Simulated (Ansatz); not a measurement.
CH7FOSi2, SMILES `FC[SiH2]O[SiH3]`, charge 0, multiplicity 1.

(1) Give a relaxed structure at PBE0-D4/def2-TZVP (the Gaussian-basis code of Ansatz). (Best estimate.)

## Answers

(1) The calculation gave: 
Z-matrix (Å, degrees):
```
C
Si 1 1.887
F 1 1.395 2 109.3
H 1 1.096 2 111.7 3 119.4
H 1 1.096 2 111.7 3 -119.8
O 2 1.631 1 109.8 3 -59.2
H 2 1.486 1 109.1 3 61.6
H 2 1.485 1 108.5 3 -178.1
Si 6 1.640 2 144.0 1 56.9
H 9 1.486 6 110.3 2 41.4
H 9 1.483 6 107.8 2 161.1
H 9 1.484 6 110.0 2 -79.5
```
This is one stationary point; other conformers may exist.
